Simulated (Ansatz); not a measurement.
Gas-phase electronic energies from Ansatz, PBE0-D4/def2-TZVP geometries. CCSD(T)/CBS is the MP2 limit (def2-TZVPP, def2-QZVPP) plus CCSD(T) − MP2 in def2-TZVPP, frozen cores. This one scheme is used for every species. DFT in def2-TZVPP. For Zn outer-core shells are correlated without core-valence functions, which leaves a few kJ/mol of doubt a bond. Scalar relativity is left out up to krypton. Each species was taken in one conformer, which may not be the lowest.

Consider the ligand exchange at a Zn–S bond: `B[S][ZnH]` + `C[SiH2]N` → `C[SiH2][NH][ZnH]` + `BS`.

`B[S][ZnH]`:

Cartesian coordinates in Å:
```
B -0.846 0.623 -0.528
S -0.865 -1.148 -0.398
Zn 1.039 -1.032 0.670
H -1.748 1.173 -1.084
H 0.050 1.286 -0.072
H 2.370 -0.902 1.412
```

`C[SiH2]N`:

```xyz
10

C     1.132   -0.440   -0.694
Si   -0.460    0.445   -0.264
N    -1.111    0.131    1.297
H     1.460   -0.173   -1.703
H     1.003   -1.525   -0.659
H     1.933   -0.173    0.001
H    -1.498    0.050   -1.255
H    -0.218    1.912   -0.345
H    -1.555   -0.749    1.501
H    -0.685    0.522    2.120
```

`C[SiH2][NH][ZnH]`:

Cartesian coordinates in Å:
```
C -0.724 0.041 -1.269
Si -0.305 -1.022 0.212
N 0.695 -0.112 1.267
Zn 1.266 1.601 1.020
H -1.266 0.944 -0.974
H -1.362 -0.511 -1.965
H 0.176 0.338 -1.816
H 0.361 -2.273 -0.263
H -1.575 -1.458 0.869
H 0.995 -0.577 2.113
H 1.739 3.030 0.806
```

`BS`:

```xyz
5

B    -0.308    0.282    0.402
S     0.599   -1.097   -0.223
H    -0.745    0.159    1.504
H    -0.466    1.267   -0.247
H     0.921   -0.612   -1.435
```

| level | ΔE (eV) |
| --- | --- |
| CAM-B3LYP | 0.51 |
| RPA@PBE/def2-TZVPP | 0.42 |

Problem. What does CCSD(T)/CBS give? (Estimate.)

Solution. The calculation gave: +0.55 eV. The listed levels differ from it by -0.04, -0.13 eV.

Problem. What do rigid-rotor, harmonic-oscillator terms from PBE0-D4/def2-TZVP frequencies (298.15 K, 1 bar) make of the CCSD(T)/CBS value? (An estimate is asked.)

Solution. The calculation gave: ΔZPE = -0.05 eV, ΔH = +0.49 eV, ΔS = -8 J/(mol·K), ΔG = +0.51 eV.

Largest T1 diagnostic among the species: 0.017.

From BLYP to BHLYP (50 % exact exchange), in def2-TZVPP and without D4, ΔE moves by +0.08 eV. The D4 term adds −0.04 eV with B3LYP and −0.02 eV with PBE0; it sums over pairs of atoms, weighted by their polarisabilities, and B3LYP, whose exchange is more repulsive, gets the larger term.

B3LYP here is the variant with VWN-RPA as its local correlation; programs differ in this.
